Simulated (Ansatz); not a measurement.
CCl2GeN (`N#[C][Ge]([Cl])[Cl]`) radical, relaxed with UKS PBE-D4/def2-SVP in Ansatz 0.2.0 from a rough embedded geometry. The force threshold is 0.03 eV/Å; the program also tests the step.

Total charge 0; spin multiplicity 2.

Start:

```xyz
5

N    -1.001   -2.217   -0.099
C    -0.370   -1.189    0.107
Ge    0.600    0.439    0.425
Cl   -0.765    1.921    1.010
Cl    1.535    1.045   -1.444
```

| step | energy (eV) | largest force (eV/Å) | largest move (Å) |
| --- | --- | --- | --- |
| 1 | -84052.5888 | 3.581 | 0.000 |
| 2 | -84052.7717 | 0.282 | 0.061 |
| 3 | -84052.7753 | 0.075 | 0.011 |
| 4 | -84052.7762 | 0.056 | 0.009 |
| 5 | -84052.7771 | 0.058 | 0.013 |
| 6 | -84052.7775 | 0.025 | 0.013 |

End:

```xyz
5

N    -0.963   -2.201   -0.081
C    -0.404   -1.176    0.060
Ge    0.632    0.435    0.430
Cl   -0.812    1.940    1.053
Cl    1.546    1.001   -1.462
```

Run time 20 s (4 threads of an AMD EPYC 7R43 on a shared host); peak host memory 0.19 GiB.
